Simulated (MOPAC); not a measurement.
MOPAC input (AM1):

```
AM1 PRECISE GNORM=0.05 LET XYZ CHARGE=1 GEO-OK AUX(PRECISION=9) THREADS=1
CCl2F

F    -0.04514898 1    1.56520838 1    0.01877883 1
C    -0.00856108 1    0.29679236 1    0.00356081 1
Cl    1.45882399 1   -0.42502430 1   -0.00382508 1
Cl   -1.43190004 1   -0.50836567 1   -0.00737341 1
```

Output:

```
 *******************************************************************************
 **                                                                           **
 **                              MOPAC v23.2.5                                **
 **                                                                           **
 *******************************************************************************
 ** MOPAC's Digital Object Identifier: https://doi.org/10.5281/zenodo.6511958 **
 **                                                                           **
 ** Please cite the open-source release paper for use of this MOPAC version:  **
 ** J. E. Moussa and J. J. P. Stewart (2026)                                  **
 ** MOPAC: An open-source semiempirical molecular orbital program             **
 ** J. Open Source Softw., 11(119), 8025, https://doi.org/10.21105/joss.08025 **
 *******************************************************************************

                              AM1 CALCULATION RESULTS

 *******************************************************************************
 *  AM1        - The AM1 Hamiltonian to be used
 *  GEO-OK     - OVERRIDE INTERATOMIC DISTANCE AND OTHER SAFETY CHECKS
 *
 *
 *
 *                 CHARGE ON SYSTEM = +1
 *
 *
 *
 *  LET        - OVERRIDE SOME SAFETY CHECKS
 *  PRECISE    - TIGHTER CRITERIA TO BE USED
 *  XYZ        - CARTESIAN COORDINATE SYSTEM TO BE USED
 *  GNORM      - EXIT WHEN GRADIENT NORM DROPS BELOW 0.050
 *  AUX        - OUTPUT AUXILIARY INFORMATION
 *******************************************************************************
AM1 PRECISE GNORM=0.05 LET XYZ CHARGE=1 GEO-OK AUX(PRECISION=9) THREADS=1
 CCl2F

   ATOM   CHEMICAL          X               Y               Z
  NUMBER   SYMBOL      (ANGSTROMS)     (ANGSTROMS)     (ANGSTROMS)

     1       F         -0.04514898  *   1.56520838  *   0.01877883  *
     2       C         -0.00856108  *   0.29679236  *   0.00356081  *
     3      Cl          1.45882399  *  -0.42502430  *  -0.00382508  *
     4      Cl         -1.43190004  *  -0.50836567  *  -0.00737341  *

          CARTESIAN COORDINATES

    NO.       ATOM           X           Y           Z

     1         F         -0.0451      1.5652      0.0188
     2         C         -0.0086      0.2968      0.0036
     3        Cl          1.4588     -0.4250     -0.0038
     4        Cl         -1.4319     -0.5084     -0.0074

  C: (AM1): M.J.S. DEWAR ET AL, J. AM. CHEM. SOC. 107 3902-3909 (1985)
  F: (AM1): M.J.S. DEWAR AND E. G. ZOEBISCH, THEOCHEM, 180, 1 (1988).
 Cl: (AM1): M.J.S. DEWAR AND E. G. ZOEBISCH, THEOCHEM, 180, 1 (1988).

           Empirical Formula: C F Cl2  =     4 atoms

      MOLECULAR POINT GROUP   :   C2v

      RHF CALCULATION, NO. OF DOUBLY OCCUPIED LEVELS = 12

          Geometry optimization using EF

          DIAGONAL MATRIX USED AS START HESSIAN

 CYCLE:     1  GRAD.:   113.807 HEAT:  174.3189
 CYCLE:     2  GRAD.:   245.601 HEAT:  192.1334
 CYCLE:     3  GRAD.:   100.231 HEAT:  176.6903
 CYCLE:     4  GRAD.:   128.673 HEAT:  176.6150
 CYCLE:     5  GRAD.:    27.824 HEAT:  171.2112
 CYCLE:     6  GRAD.:     7.085 HEAT:  170.9713
 CYCLE:     7  GRAD.:     2.632 HEAT:  170.9594
 CYCLE:     8  GRAD.:     0.051 HEAT:  170.9574
 CYCLE:     9  GRAD.:     0.014 HEAT:  170.9574

     GRADIENT =  0.01411 IS LESS THAN CUTOFF =  0.05000

 -------------------------------------------------------------------------------
 AM1 PRECISE GNORM=0.05 LET XYZ CHARGE=1 GEO-OK AUX(PRECISION=9) THREADS=1
 CCl2F

     GEOMETRY OPTIMISED USING EIGENVECTOR FOLLOWING (EF).
     SCF FIELD WAS ACHIEVED

                              AM1 CALCULATION
                                                       MOPAC v23.2.5 Linux

          FINAL HEAT OF FORMATION =        170.95738 KCAL/MOL =     715.28569 KJ/MOL

          COSMO AREA              =        102.28 SQUARE ANGSTROMS
          COSMO VOLUME            =         86.61 CUBIC ANGSTROMS

          GRADIENT NORM           =          0.01411          =       0.00706 PER ATOM
          IONIZATION POTENTIAL    =         19.195863 EV
          HOMO LUMO ENERGIES (EV) =        -19.196 -8.752
          NO. OF FILLED LEVELS    =         12
          MOLECULAR WEIGHT        =        101.9154         POINT GROUP:  C2v

          MOLECULAR DIMENSIONS (Angstroms)

            Atom       Atom       Distance
           Cl     4   Cl     3     2.88755
           Cl     3    F     1     2.13590
            C     2   Cl     3     0.00000

          SCF CALCULATIONS        =         10

   ATOM   CHEMICAL          X               Y               Z
  NUMBER   SYMBOL      (ANGSTROMS)     (ANGSTROMS)     (ANGSTROMS)

     1       F         -0.04719230  *   1.63603560  *   0.01962859  *
     2       C         -0.00917889  *   0.31811256  *   0.00381659  *
     3      Cl          1.45756416  *  -0.45721675  *  -0.00421324  *
     4      Cl         -1.42878483  *  -0.54043075  *  -0.00775619  *

                             CARTESIAN COORDINATES

   1    F       -0.047192296     1.636035604     0.019628592
   2    C       -0.009178888     0.318112563     0.003816595
   3   Cl        1.457564158    -0.457216749    -0.004213241
   4   Cl       -1.428784832    -0.540430752    -0.007756186

           Empirical Formula: C F Cl2  =     4 atoms

      MOLECULAR POINT GROUP   :   C2v

                  EIGENVALUES
 -58.77553 -46.51870 -45.86033 -34.40776 -26.75209 -26.16852 -24.84228 -21.57174
 -20.56865 -19.82826 -19.27719 -19.19586  -8.75175  -7.64719  -6.11025  -3.97830

              NET ATOMIC CHARGES AND DIPOLE CONTRIBUTIONS

  ATOM NO.   TYPE          CHARGE      No. of ELECS.   s-Pop       p-Pop
    1          F           0.081045        6.9190     1.91226     5.00669
    2          C           0.256508        3.7435     1.30698     2.43651
    3         Cl           0.331221        6.6688     1.98569     4.68309
    4         Cl           0.331227        6.6688     1.98569     4.68309
 DIPOLE           X         Y         Z       TOTAL
 POINT-CHG.     0.015    -0.536    -0.006     0.537
 HYBRID        -0.008     0.287     0.003     0.287
 SUM            0.007    -0.249    -0.003     0.250

          ATOMIC ORBITAL ELECTRON POPULATIONS

     Atom    s        px        py        pz
    1  F   1.91226   1.95403   1.26703   1.78564
    2  C   1.30698   0.99152   0.82010   0.62489
    3 Cl   1.98569   1.16327   1.72511   1.79472
    4 Cl   1.98569   1.21657   1.67183   1.79468

 **********************
 *                    *
 * JOB ENDED NORMALLY *
 *                    *
 **********************

 == MOPAC DONE ==
```

The dipole moment of an ion depends on the origin.
